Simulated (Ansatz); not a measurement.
`CSB[SiH2]O` → `BO[SiH2]SC`  (isomerisation)

Program: Ansatz. Geometries: PBE0-D4/def2-TZVP. ΔE: electronic, gas phase. CBS: MP2 limit from def2 TZ/QZ plus the TZ coupled-cluster correction, frozen cores. One conformer a species, not always the lowest.

```tsv
species	SCS-MP2/def2-TZVPP energy (Eh)
`CSB[SiH2]O`	-828.91704
`BO[SiH2]SC`	-828.96237
```

(1) Work out ΔE.

Largest T1 diagnostic among the species: 0.014.

Results:

(1) ΔE = (-828.96237) − (-828.91704) = -0.04533 Eh = -119.0 kJ/mol. CCSD(T)/CBS gives -110.9 kJ/mol.

From PBE to PBE0 (25 % exact exchange), in def2-TZVPP and without D4, ΔE moves by −8.1 kJ/mol. In def2-TZVPP, CCSD(T) changes the Hartree–Fock value by +26.2 kJ/mol (the triples alone add +3.7 kJ/mol) and MP2 by +20.5 kJ/mol.
